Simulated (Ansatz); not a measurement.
Relaxation of Cl4GeH4OSi (11 atoms, charge 0, multiplicity 1), to a largest force component of 0.03 eV/Å in at most 50 steps.

All numbers below come from RHF/def2-SVP (Ansatz 0.2.0).

```xyz
11
Properties=species:S:1:pos:R:3:forces:R:3
Ge 0.492 0.136 -0.077 0.13 0.00 0.77
Cl 0.432 0.046 2.113 0.17 0.03 -0.86
Cl 2.559 0.332 -0.583 -0.01 0.04 0.05
Cl -0.504 1.845 -0.833 0.03 -0.01 -0.01
Cl -0.141 -1.682 -0.977 0.01 -0.01 0.00
O -2.321 -0.211 0.821 0.14 -0.24 1.33
Si -3.632 -0.975 0.142 -0.04 -0.02 -0.02
H -3.378 -2.423 -0.033 -0.02 0.03 0.03
H -4.836 -0.816 0.993 0.06 0.03 0.00
H -3.849 -0.339 -1.171 0.00 -0.02 0.02
H -2.086 -0.345 1.751 -0.46 0.16 -1.29
```

Q: Where does it end, and by what steps?

A: The run converged. After 5 steps the energy has fallen by 0.117 eV; H11 moved furthest, 0.29 Å.

```
step  energy less start (eV)  largest force component (eV/Å)  accepted
   0                  0.0000                           1.327       yes
   1                 -0.0938                           0.302       yes
   2                 -0.0022                           0.750        no
   3                 -0.1130                           0.056       yes
   4                 -0.1163                           0.051       yes
   5                 -0.1169                           0.025       yes
```

```xyz
11
Properties=species:S:1:pos:R:3
Ge 0.769 0.193 -0.117
Cl 0.656 0.079 2.006
Cl 2.821 0.426 -0.641
Cl -0.303 1.867 -0.849
Cl 0.071 -1.608 -1.002
O -2.529 -0.269 0.913
Si -3.808 -1.016 0.173
H -3.570 -2.469 0.018
H -5.045 -0.835 0.969
H -3.964 -0.392 -1.153
H -2.361 -0.410 1.831
```

Whether the end is a true minimum wasn't checked by a vibrational analysis.

The run took 18 s on 4 threads of Arm Neoverse V2, with other jobs on the host, peak memory 0.42 GiB.
